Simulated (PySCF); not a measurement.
From one molecule to another.

First species: C₅H₉Cl₂NSi.
InChI=1S/C5H9Cl2NSi/c6-3-5(1-2-8)9-4-7/h5H,1,3-4,9H2/t5-/m1/s1

Second species: C7H12SSi.
SMILES: `C1=CC[C@@H](C(C)=S)C[SiH2]1`

Levels: PBE0/pcSseg-1 for HOMO energy, LUMO energy and HOMO–LUMO gap. Geometries: GFN2-xTB. Each structure is a single optimised conformer of the isolated species, non-relativistic unless stated. Electronic properties by PySCF.

The conformers computed, where there is a choice (atom-mapped SMILES and torsion angles):
- `[N:1]#[C:2][CH2:3][C@H:4]([CH2:5][Cl:6])[SiH2:7][CH2:8][Cl:9]`: C2–C3–C4–C5 -60°, C3–C4–C5–Cl6 -173°, C3–C4–Si7–C8 -37°, C4–Si7–C8–Cl9 74°

The conformers of `CC(=S)[C@@H]1CC=C[SiH2]C1` aren't listed.

Values for the first species:

- HOMO energy: -8.38 eV
- LUMO energy: 0.01 eV
- HOMO–LUMO gap: 8.39 eV

Question: Estimate the same properties for the second species, and the change in each.

Answer: 
```csv
property,first,second,second less first
HOMO energy,-8.38 eV,-6.21 eV,+2.17 eV
LUMO energy,0.01 eV,-1.89 eV,-1.90 eV
HOMO–LUMO gap,8.39 eV,4.32 eV,-4.07 eV
```

